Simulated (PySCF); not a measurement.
Computed properties of C4H12Si2, SMILES [SiH2]([SiH2]C)C(=C)C

C4H12Si2, SMILES CC(=C)[SiH2][SiH2]C. Coordinates come from a PBE0-D3(BJ)/def2-SVP optimisation. This is a generated structure with no PubChem entry under its InChIKey; it may be hypothetical. One conformer was computed; it need not be the lowest. All values are computed for the isolated molecule unless a solvent is named; none is compared with measurement here.

**Structure.** All 48 harmonic modes at PBE0-D3(BJ)/def2-SVP (PySCF) are real, so it is a minimum. With heavy atoms numbered as in [CH2:1]=[C:2]([CH3:3])[SiH2:4][SiH2:5][CH3:6], the shortest bond between them is C1–C2 at 1.341 Å and the longest Si4–Si5 at 2.350 Å.

**Vibrations.** The strongest infrared lines (harmonic, unscaled, degenerate partners summed) lie at 793 cm⁻¹ (240 km/mol, H 80 %, Si 13 %), 2214 cm⁻¹ (134 km/mol, H 96 %), 935 cm⁻¹ (102 km/mol, H 96 %). The softest mode is at 33 cm⁻¹ and the zero-point energy is 88.6 kcal/mol.

**Electronic structure.** CAM-B3LYP/def2-TZVP (PySCF) places the frontier levels at -8.47 and 0.83 eV, a gap of 9.30 eV, and gives a dipole moment of 0.29 D. PBE/def2-TZVP (PySCF) at the same geometry gives -6.14 and -1.25 eV, so its gap is 4.41 eV narrower. An orbital gap is neither the optical nor the fundamental gap.

**Excitations.** TDA-ωB97X/def2-SVPD (PySCF) has S1 at 6.60 eV (188 nm, f = 0.114, bright); the most intense of the 6 singlets computed lies at 7.25 eV (f = 0.42). T1 (TDA) is at 4.22 eV, 2.38 eV under S1. TDA-PBE/def2-SVPD (PySCF) puts S1 at 5.53 eV. No vertical singlet excitation falls in the visible range (under 3.1 eV).

**NMR.** GIAO shifts at KT2/pcSseg-1 (PySCF) (non-relativistic, atoms alike by connectivity averaged): ¹³C from -7.7 to 140.3 ppm against TMS; ¹H from 0.6 to 6.0 ppm against TMS; ²⁹Si from -71.2 to -62.1 ppm against TMS.

**Solvation.** SMD-PBE0/def2-SVP (PySCF) gives 3.8 kcal/mol in water, -0.8 kcal/mol in N,N-dimethylformamide, -1.6 kcal/mol in acetonitrile (1 M in both phases, gas-phase geometry); of these solvents acetonitrile holds the molecule best.
